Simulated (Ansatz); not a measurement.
Diatomic NaBe, multiplicity 2 (lowest of 2S+1 = 2, 4 at CCSD(T)/def2-TZVPP on PBE0 minima; our sources give no spin for the ground state, which may be another).

Constants: fifth-degree fit in 1/R to seven points, most abundant isotopes. Runs in def2 and cc sets follow the lowest solution found near the PBE0 minimum.

The values were computed with Ansatz (Gaussian basis) for Hartree–Fock, density functionals and correlated methods. Each number belongs to the level named beside it.

Energies at B97M-V/def2-TZVPP:

| R (Å) | E (hartree) |
|---|---|
| 2.697979 | -176.93252732 |
| 2.770505 | -176.93343016 |
| 2.837229 | -176.93399328 |
| 2.912657 | -176.93437895 |
| 2.988084 | -176.93454923 |
| 3.075116 | -176.93453453 |
| 3.176652 | -176.93429980 |

Problem. With a reduced mass of 6.4742 u, find the minimum, the force constant and the constants.

Solution. A fifth-degree polynomial in 1/R puts the minimum at r_e = 3.0243 Å with force constant 11.7 N/m. Then ω_e = (1/2πc)√(k/μ) = 175 cm⁻¹ and B_e = h/(8π²cμr_e²) = 0.2847 cm⁻¹; the cubic and quartic terms give α_e = 0.0059 and ω_e x_e = 2.7 cm⁻¹.

Ansatz is a first-principles code.
